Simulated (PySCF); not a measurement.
# Electron correlation in Be⁺ (beryllium, charge +1)

[He] 3d1, 2D determinant (an excited configuration). Computed with PySCF 2.14 in aug-cc-pCVTZ-DK (7s6p4d2f, 59 functions), with scalar relativity by spin-free X2C-1e. Frozen: nothing; 3 electrons correlated.

```csv
level,correlation energy (mhartree)
CCSD,-41.03
(T),0.00
CCSD(T),-41.03
CCSDT,-41.03
```

Diagnostics: T1 = 0.00043, D1 = 0.0010, largest double amplitude 0.016.

Is a single reference adequate?

Yes: T1 lies below 0.03 and no double amplitude reaches 0.07.
